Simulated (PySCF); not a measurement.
# Two-component Hartree-Fock for Rb³²⁺ (rubidium, charge +32)

Start: [He] 2s2 2p1; 2p1/2 filled at m_j = +1/2. Calculated with PySCF 2.14 in an even-tempered Gaussian basis (17 s from 12 bohr⁻², ratio 2.4; 12 p from 16 bohr⁻², ratio 2.4; 5 d from 54 bohr⁻², ratio 2.6; 4 f from 81 bohr⁻², ratio 2.6): generalised Hartree-Fock with the X2C-1e Hamiltonian and a Gaussian nucleus; one run each with spin-orbit coupling (SO) switched off, then screened by Boettger's factors.

```csv
spinor shell,electrons,"ε, spin-free (eV)","ε, screened SO (eV)",weight of nominal j (screened SO),"rms radius, screened SO (bohr)"
1s1/2,2,-17705.6,-17702.4,1.000,0.0460
2s1/2,2,-4066.8,-4065.8,1.000,0.180
2p1/2,1,-3947.8,-3995.9,1.000,0.154
```

| quantity | spin-free | screened SO |
| --- | --- | --- |
| E (hartree) | -1830.81904 | -1832.58947 |
| M_J | 1/2 | 1/2 |
| ⟨J²⟩ | 1.115 | 0.750 |
| ⟨L²⟩ | 2.000 | 2.000 |
| ⟨S²⟩ | 0.750 | 0.750 |

Each row is a mean over spinors that exchange with the open shell spreads, by up to 9.694 eV (2s1/2).

Breit and QED terms are absent; they matter most for the inner s and p1/2 levels.

Densities and radii are taken from the X2C orbitals without a picture-change correction, which distorts them close to the nucleus.

Without spin-orbit coupling the j labels of p, d and f shells carry no meaning; the spin-free column gives the mean over the occupied spinors of each nl shell, and its ⟨J²⟩ belongs to a mixture of degenerate components.
